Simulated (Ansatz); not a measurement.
```yaml
crystal:
  periodic: [false, false, false]
  atoms:
    - {symbol: W, position_ang: [0.174207, -0.000889, 0.123062]}
    - {symbol: N, position_ang: [0.051951, 0.018316, 1.896241]}
    - {symbol: H, position_ang: [0.385538, 0.023660, 2.863763]}
    - {symbol: N, position_ang: [1.804432, -0.027386, -0.584810]}
    - {symbol: H, position_ang: [2.827750, -0.039253, -0.594051]}
    - {symbol: N, position_ang: [-0.696671, 1.647429, -0.521648]}
    - {symbol: H, position_ang: [-0.441897, 2.138077, -1.382600]}
    - {symbol: H, position_ang: [-1.413655, 2.163524, -0.005434]}
    - {symbol: N, position_ang: [-0.735257, -1.640461, -0.489852]}
    - {symbol: H, position_ang: [-1.464672, -2.128801, 0.035838]}
    - {symbol: H, position_ang: [-0.491747, -2.154226, -1.340520]}
basis:
  gaussian: {orbitals: def2-TZVP}
total_charge: -1
magnetization: {spin_polarized: true, initial_magnetization: 1}
hamiltonian: {xc: {name: B3LYP5}}
```

```sh
$ ansatz run in.yaml --threads 4 --pin off --events-out ev --progress --plain --max-ram 3916MiB
```

Shortened log:

```
Functional definition: B3LYP5
1277 factors; their error is unknown
mean field evaluation 1: about -7861.9092 eV, gradient 7.6e1 eV
mean field evaluation 2: about -7754.6401 eV, gradient 1.7e2 eV
mean field evaluation 4: about -7881.7009 eV, gradient 2.0e1 eV
mean field evaluation 8: about -7883.6453 eV, gradient 1.3e0 eV
mean field evaluation 16: about -7883.7100 eV, gradient 3.9e-1 eV
mean field evaluation 32: about -7883.7276 eV, gradient 3.9e-5 eV
mean field evaluation 64: about -7883.6360 eV, gradient 1.4e0 eV
mean field evaluation 96: about -7883.7270 eV, gradient 5.6e-2 eV
mean field -7883.72756338 eV, -289.7216441718 hartree, gradient 9.8e-6 eV, S^2 0.752606; 10 other end points of the search recorded, 0 dependent functions left out
reference -7883.72789889 eV, -289.7216565016 hartree; 25, 24 occupied and 175, 176 virtual orbitals, 1277 factors
Total energy: -7883.72789889 eV, -289.7216565016 hartree
```

Hardware: 4 threads of Arm Neoverse V2 on a shared host. Wall time 40 s, peak host memory 0.85 GiB.

In the def2 sets W takes a core potential; there is no spin–orbit coupling. The highest occupied level of an anion often lies above zero with these methods, and sets without diffuse functions describe the outer electron poorly.
